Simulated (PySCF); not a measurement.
Zn(Br)(SiH3) (BrH3SiZn), SMILES [SiH3][Zn][Br].

Geometry: PBE-D3(BJ)/def2-SVP. The structure was generated by enumeration; whether it is a known compound was not checked.

Two levels are set side by side: TDA-PBE/def2-SVPD (PySCF) and TDA-B3LYP/def2-SVPD (PySCF). Vertical, same geometry. The lowest singlet is HOMO→LUMO 50 %, HOMO−1→LUMO+1 50 % with PBE and HOMO→LUMO 50 %, HOMO−1→LUMO+1 50 % with the other functional; states are paired by order. Differences are taken from unrounded values.

```csv
quantity,TDA-B3LYP
lowest singlet excitation (eV),5.63
lowest triplet excitation (TDA) (eV),5.07
first bright state (f over 0.05) (eV),5.92
its oscillator strength,0.07
```

What does TDA-PBE give, and how far is it from TDA-B3LYP? (The exact figures need the calculation; the answer reports its results.)


| quantity | TDA-PBE | TDA-PBE minus TDA-B3LYP |
|---|---|---|
| lowest singlet excitation (eV) | 5.16 | -0.47 |
| lowest triplet excitation (TDA) (eV) | 4.93 | -0.14 |
| first bright state (f over 0.05) (eV) | 6.51 | 0.59 |
| its oscillator strength | 0.92 | 0.85 |

Functionals without exact exchange tend to place singlet excitations lower, as here. Differences between two approximate levels are no errors against the true value.

Rough cost on one machine, each run with all the roots and properties that it gave: TDA-B3LYP against TDA-PBE about 2 times.
